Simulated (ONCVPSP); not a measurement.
# Configuration tests for Re (Z = 75) (ONCV)

* Element: Re
* Generator: ONCVPSP 4.0.1
* Type: optimised norm-conserving Vanderbilt (ONCV)
* Functional: LDA (Perdew-Zunger)
* Relativity: scalar-relativistic
* Frozen core: [Kr] 4d10 4f14
* Valence charge: 15
* Reference configuration: 5s2 5p6 5d5 6s1 (charge +1)
* Partial waves: 5s+6s: rc 1.95 bohr, ncon 4, nbas 9, qcut 8.2 1/bohr, 3 projectors, debl 1.6 Ha; 5p: rc 1.50 bohr, ncon 3, nbas 6, qcut 10.5 1/bohr, 2 projectors, debl 0.9 Ha; 5d: rc 2.40 bohr, ncon 5, nbas 10, qcut 6.3 1/bohr, 2 projectors, debl 1.1 Ha
* Local potential: polynomial inside 1.40 bohr (lpopt 5, dvloc0 0 Ha)
* Core correction: Teter function, fcfact 3.25, rcfact 1.6

In the p channel the program set the typed energies aside and used -2.024, 0.250 Ha.

Energies are relative to the spin-unpolarised reference configuration 5s2 5p6 5d5 6s1; without spin polarisation the order of configurations can differ from experiment.

| valence configuration | charge | ΔE all-electron (eV) | error AE − PS (meV) |
| --- | --- | --- | --- |
| 5s2 5p6 5d5 6s2 | 0 | -9.516 | +2.0 |
| 5s2 5p6 5d4 6s0 | +3 | 44.124 | -19 |

Question: What are ΔE and the potential's error for 5s2 5p6 5d6 6s0?

Answer: ΔE = 0.206 eV all-electron; the error (AE − PS) is -9.2 meV.

Question: What are ΔE and the potential's error for 5s2 5p6 5d5 6s0?

Answer: ΔE = 16.679 eV all-electron; the error (AE − PS) is -7.8 meV.

Levels in the configuration 5s2 5p6 5d4 6s0:

| level | all-electron (eV) | pseudo (eV) |
| --- | --- | --- |
| 5s | -115.388 | -115.503 |
| 5p | -76.831 | -76.884 |
| 5d | -33.382 | -33.397 |
